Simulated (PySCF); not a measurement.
Simulated C 1s region for AlEt2(NH2) (`C[CH2][Al]([NH2])[CH2]C`), binding energy against the vacuum level.

Every computed line was given a Gaussian of 0.4 eV full width at half maximum and an area set by the number of equivalent atoms; the highest printed point is 100. Method used: delta-SCF UKS SCAN, pcX-2 on the ionised atom, pcseg-1 elsewhere, spin-free X2C in PySCF 2.14.0.

| binding energy (eV) | intensity |
| --- | --- |
| 288.9 | 1 |
| 289.0 | 6 |
| 289.1 | 21 |
| 289.2 | 50 |
| 289.3 | 84 |
| 289.4 | 100 |
| 289.5 | 85 |
| 289.6 | 51 |
| 289.7 | 21 |
| 289.8 | 7 |
| 289.9 | 3 |
| 290.0 | 8 |
| 290.1 | 25 |
| 290.2 | 56 |
| 290.3 | 89 |
| 290.4 | 100 |
| 290.5 | 79 |
| 290.6 | 44 |
| 290.7 | 18 |
| 290.8 | 5 |
| 290.9 | 1 |

Task: Count the maxima, the lines and the sites behind this envelope.

Result: The curve has 2 maxima (at 289.4 and 290.4 eV). Under it lie 2 lines from 2 inequivalent carbon sites.

Task: Decompose the envelope and assign each component. Bonds: Al1–C2, Al1–C9, Al1–N16, C2–C3, C9–C10. Hydrogens: H4, H5 on C2; H6, H7, H8 on C3; H11, H12 on C9; H13, H14, H15 on C10; H17, H18 on N16.

Result: 
```
position (eV)  relative area  line   atoms                     environment
       289.40              2  C 1s   C2/C9  carbon bonded to Al, C and 2 H
       290.38              2  C 1s  C3/C10      carbon bonded to C and 3 H
```

Task: Above which line width would these two lines show one maximum?

Result: Two equal Gaussians merge once their distance is under 2σ = FWHM/1.177. With 0.98 eV between them that is a full width over 1.15 eV.

Lowest listed C 1s: C2/C9, bonded to C, 2 H and Al. Highest, 0.98 eV above it: C3/C10, bonded to C and 3 H.

No satellites, vibrations or lifetime broadening are included. The first atom of each set that the bonding makes equivalent was ionised and stands for the set. One conformer (not necessarily the lowest) at the PBE0-D3(BJ)/def2-SVP geometry, without solvent, vibrations or thermal averaging.
